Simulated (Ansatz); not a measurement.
Ligand exchange: In(CH3)2F + NaI → In(CH3)2I + NaF

Gas-phase species: In(CH3)2F, singlet; NaI (Sodium Iodide), singlet; In(CH3)2I, singlet; NaF, singlet. The partners trade F for I: In–F and Na–I bonds give way to In–I and Na–F.

Shapes, held fixed at every level: PBE0-D4/def2-TZVP. Programs: Ansatz 0.2.0. The zero-point and thermal change to 298 K, harmonic and unscaled (PBE0-D4/def2-TZVP), is -0.5 kJ/mol.

```json
{"level": "HF/def2-TZVPP", "kind": "Hartree–Fock", "ΔH(298 K) (kJ/mol)": "+52.0", "less CCSD(T)/def2-TZVPP": "+23.0"}
{"level": "SPW92/def2-TZVPP", "kind": "LDA", "ΔH(298 K) (kJ/mol)": "+25.2", "less CCSD(T)/def2-TZVPP": "-3.8"}
{"level": "PBE-D4/def2-TZVPP", "kind": "GGA", "ΔH(298 K) (kJ/mol)": "+24.2", "less CCSD(T)/def2-TZVPP": "-4.8"}
{"level": "r2SCAN-D4/def2-TZVPP", "kind": "meta-GGA", "ΔH(298 K) (kJ/mol)": "+32.6", "less CCSD(T)/def2-TZVPP": "+3.6"}
{"level": "BHLYP-D4/def2-TZVPP", "kind": "global hybrid", "ΔH(298 K) (kJ/mol)": "+31.4", "less CCSD(T)/def2-TZVPP": "+2.4"}
{"level": "wB97X-V/def2-TZVPP", "kind": "range-separated hybrid", "ΔH(298 K) (kJ/mol)": "+33.3", "less CCSD(T)/def2-TZVPP": "+4.3"}
{"level": "CCSD/def2-TZVPP", "kind": "coupled cluster or CI", "ΔH(298 K) (kJ/mol)": "+31.1", "less CCSD(T)/def2-TZVPP": "+2.1"}
{"level": "CCSD(T)/def2-TZVPP", "kind": "coupled cluster or CI", "ΔH(298 K) (kJ/mol)": "+29.0", "less CCSD(T)/def2-TZVPP": "0.0"}
```

The highest level, CCSD(T)/def2-TZVPP, gives ΔH(298 K) = +29.0 kJ/mol; the levels span +24.2 to +52.0. The column of differences is taken from that level and isn't an error. No measured value is set beside it here. For atoms past krypton def2 sets carry core potentials with scalar relativity. Outer-core shells of I, In, Na are correlated, in sets that cover them unevenly. Sets without diffuse functions underbind ionic bonds of s-block metals.
